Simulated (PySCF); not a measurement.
This PySCF input asks for the NMR shieldings of `C=CCN([SiH3])N1CCCC1`, C₇H₁₆N₂Si; the geometry comes from PBE0-D3(BJ)/def2-SVP.

```python
import basis_set_exchange as bse
import numpy as np
from pyscf import gto, dft
from pyscf.prop import nmr

atoms = """
C    -2.698849    1.278610   -1.214225
C    -2.567059    0.099135   -0.607335
C    -1.709265   -1.025050   -1.109402
N    -0.596780   -1.338823   -0.229832
Si   -0.683214   -2.608794    0.972355
N     0.364386   -0.339186   -0.183747
C     1.703062   -0.710250   -0.615469
C     2.591276    0.441822   -0.115291
C     1.646216    1.361298    0.681287
C     0.474127    0.457052    1.020652
H    -2.178937    1.490643   -2.154317
H    -3.326679    2.072896   -0.801194
H    -3.084803   -0.081732    0.343990
H    -1.319746   -0.777640   -2.112153
H    -2.319848   -1.939899   -1.215065
H    -1.403794   -2.247886    2.239847
H    -1.411038   -3.758713    0.356510
H     0.704258   -3.008648    1.351319
H     2.024851   -1.673483   -0.169253
H     1.725495   -0.840347   -1.709454
H     3.393311    0.052274    0.528828
H     3.079578    0.980311   -0.939726
H     2.122514    1.801544    1.568741
H     1.289489    2.186254    0.046404
H    -0.464691    0.998602    1.210266
H     0.699416   -0.158560    1.923630
"""
names = dict.fromkeys(["C", "N", "Si", "H"], "pcSseg-1")
basis = {el: gto.basis.parse(bse.get_basis(n, elements=[el], fmt="nwchem")) for el, n in names.items()}
mol = gto.M(atom=atoms, basis=basis, charge=0, verbose=0)
mf = dft.RKS(mol, xc="HYB_GGA_XC_WB97X_D")
mf.grids.level = 2
mf.grids.alignment = dft.numint.BLKSIZE   # the property module wants whole blocks of grid points
mf.conv_tol = 1e-9
mf.kernel()

calc = nmr.RKS(mf)   # GIAO
C = mf.mo_coeff
Co = C[:, mf.mo_occ > 0]
resp = mf.gen_response(singlet=True, hermi=2)
def vind(x):   # induced exchange potential for any number of trial vectors
    d = np.einsum("pi,xij,qj->xpq", C, 2 * x.reshape(-1, C.shape[1], Co.shape[1]), Co, optimize=True)
    return np.einsum("xpq,pi,qj->xij", resp(d - d.transpose(0, 2, 1)), C, Co, optimize=True).ravel()
mo1, _ = nmr.rhf.solve_mo1(calc, with_cphf=vind)
sigma = calc.kernel(mo1)
for i, s in enumerate(sigma):   # ppm
    w = np.linalg.eigvalsh((s + s.T) / 2)
    print("%2d %-2s iso %8.1f  s11 %8.1f  s22 %8.1f  s33 %8.1f" % (i, mol.atom_pure_symbol(i), w.mean(), *w))
```

Problem. What does it print?

Solution. 
```
 0 C  iso     59.0  s11    -57.7  s22     78.4  s33    156.2
 1 C  iso     36.3  s11    -91.1  s22     46.1  s33    153.9
 2 C  iso    124.4  s11    108.8  s22    115.4  s33    149.1
 3 N  iso    192.6  s11    142.2  s22    173.1  s33    262.4
 4 Si iso    420.2  s11    371.1  s22    412.8  s33    476.8
 5 N  iso    170.9  s11     91.4  s22    153.9  s33    267.4
 6 C  iso    135.4  s11    101.7  s22    133.2  s33    171.3
 7 C  iso    161.0  s11    136.1  s22    172.6  s33    174.3
 8 C  iso    158.9  s11    137.7  s22    165.3  s33    173.7
 9 C  iso    128.9  s11    104.0  s22    119.3  s33    163.3
10 H  iso     25.9  s11     21.9  s22     25.8  s33     30.2
11 H  iso     26.1  s11     22.7  s22     25.4  s33     30.1
12 H  iso     25.3  s11     21.9  s22     25.6  s33     28.4
13 H  iso     28.1  s11     23.5  s22     27.7  s33     33.2
14 H  iso     28.3  s11     23.9  s22     27.5  s33     33.4
15 H  iso     26.8  s11     23.1  s22     24.9  s33     32.4
16 H  iso     27.2  s11     23.8  s22     25.3  s33     32.4
17 H  iso     26.5  s11     22.6  s22     26.0  s33     31.0
18 H  iso     28.8  s11     24.0  s22     29.2  s33     33.4
19 H  iso     28.5  s11     23.9  s22     27.2  s33     34.3
20 H  iso     29.9  s11     25.2  s22     27.6  s33     36.9
21 H  iso     29.7  s11     25.2  s22     26.8  s33     37.1
22 H  iso     30.0  s11     25.5  s22     27.0  s33     37.5
23 H  iso     29.7  s11     25.2  s22     27.5  s33     36.2
24 H  iso     28.5  s11     24.0  s22     28.6  s33     33.0
25 H  iso     29.1  s11     24.4  s22     29.0  s33     33.8
```

These numbers come from an equivalent density-fitted implementation of the same equations, which agrees with the script to about 0.01 ppm for H and up to a few tenths of a ppm for heavy atoms, so last digits may differ.

Problem. Turn these shieldings into chemical shifts. Referencing at the same level of theory: TMS for ¹³C (σ = 184.54 ppm), ²⁹Si (σ = 352.93 ppm), ¹H (σ = 31.38 ppm); ¹⁵N (σ = 263.98 ppm) vs NH3.

Solution. Averaging equivalent atoms: C 1: 148.2; C 0: 125.6; C 2: 60.1; C 6/9: 52.4; C 7/8: 24.6; N 5: 93.1; N 3: 71.4; Si 4: -67.3; H 12: 6.07; H 10: 5.43; H 11: 5.30; H 15/16/17: 4.54; H 13/14: 3.20; H 18/19/24/25: 2.66; H 20/21/22/23: 1.57 ppm. Experimental scales use liquid or dissolved standards, which lie at an offset from isolated NH3 (liquid NH3: subtract about 20 ppm).

Size and cost of the density-fitted run: 257 basis functions, 67 s wall time on 1 thread of an Arm Neoverse V2, shared host; peak memory 1.5 GiB.
